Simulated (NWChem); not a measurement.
C4H2F2; SMILES C#C/C(F)=C\F

```xyz
8

C      1.3217    -1.9487     0.0000
C      0.4988    -1.0624     0.0000
C     -0.4939    -0.0532     0.0000
F     -1.7813    -0.4784     0.0000
C     -0.2764     1.2673     0.0000
F      0.9668     1.7639     0.0000
H      2.0607    -2.7179     0.0000
H     -1.0649     2.0109     0.0000
```
Atoms are numbered in this order, from 1.

Level: B3LYP/6-31G* (spherical d) (NWChem), optimised geometry, unscaled harmonic frequencies. 

```csv
frequency (cm⁻¹),IR intensity (km/mol)
136,1.5
278,5.2
292,7.6
316,3.4
487,0.7
559,36.8
624,10.4
645,3.3
688,33.1
818,6.7
842,21.3
1203,213.9
1243,92.1
1373,23.8
1746,8.4
2233,8.0
3251,5.3
3495,67.9
```

The zero-point energy is 28.9 kcal/mol, the thermal correction to the enthalpy at 298.15 K (with zero-point energy) is 33.1 kcal/mol and the heat capacity Cv is 19.8 cal/(mol K). The entropy at 298.15 K and 1 atm (symmetry number 1) is 76.1 cal/(mol K). The dipole moment is 0.38 D.

Rigid rotor and harmonic oscillator.
